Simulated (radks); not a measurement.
Problem. Radial electron density D(r) = 4 pi r^2 rho(r) of an atom or ion with 38 electrons. Calculated with a radial shooting solver on a logarithmic mesh with Libxc functionals: Dirac Kohn-Sham, PBEsol, spin-unpolarised, spherical densities, finite nucleus; Fermi nuclear charge, rms radius of each element as measured or else 0.836 A^(1/3) + 0.57 fm.

```
   r/bohr * D(r) (the largest magnitude, 57.4, reaches the edge; | marks zero)
 0.001322 |*
 0.001539 |*
 0.001792 | *
 0.002086 | *
 0.002429 |  *
 0.002827 |   *
 0.003292 |    *
 0.003832 |     *
 0.004461 |       *
 0.005193 |         *
 0.006046 |           *
 0.007038 |              *
 0.008194 |                  *
 0.009539 |                     *
   0.0111 |                          *
  0.01293 |                              *
  0.01493 |                                  *
  0.01738 |                                      *
  0.02023 |                                          *
  0.02356 |                                            *
  0.02742 |                                             *
  0.03192 |                                            *
  0.03716 |                                          *
  0.04327 |                                        *
  0.05037 |                                      *
  0.05864 |                                     *
  0.06826 |                                       *
  0.07947 |                                           *
  0.09251 |                                                *
   0.1077 |                                                     *
   0.1254 |                                                      *
    0.146 |                                                   *
   0.1699 |                                            *
   0.1978 |                                     *
   0.2303 |                                *
   0.2681 |                               *
   0.3121 |                                  *
   0.3634 |                                      *
    0.423 |                                      *
   0.4924 |                                  *
   0.5733 |                          *
   0.6674 |                 *
   0.7769 |           *
   0.9045 |       *
    1.053 |      *
    1.226 |      *
    1.427 |     *
    1.661 |    *
    1.919 |  *
    2.234 | *
      2.6 |*
    3.027 |*
    3.524 |*
    4.103 *
    4.776 *
     5.56 *
    6.473 *
    7.535 *
    8.772 *
    10.21 *
    11.89 *
    13.84 *
    16.11 *
```

What is the nuclear charge?

Solution. Z = 38. The innermost maximum, from 1s, lies near gamma/Z bohr with gamma = sqrt(1 - (Z/c)^2) = 0.961, here 0.0253 bohr (found: 0.0276), and its height grows with Z. The density is that of neutral strontium in [Kr] 5s1 5p1; the configuration itself is not fixed sharply by these data, and Z only to a few units. D(r) has 3 maxima, at r = 0.0276, 0.122, 0.397 bohr, and minima at 0.0563, 0.254 bohr, inside which lie 2.07, 11.07 electrons.
